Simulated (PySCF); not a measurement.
A calculated (UHF, PySCF 2.14, aug-cc-pVTZ-DK, scalar relativity by spin-free X2C-1e) atom or ion has these occupied shells.

```tsv
shell	electrons	orbital energy (eV)	rms radius, mean of both spins (bohr)
1s	2	-9750.0	0.0580
2s	2	-1253.8	0.244
2p	6	-1085.4	0.219
3s	2	-178.18	0.733
3p	6	-126.14	0.776
3d	10	-41.394	0.982
```

Q: Name the element and its charge.

A: Zn²⁺ (zinc, charge +2), in [Ar] 3d10, closed-shell 1S.
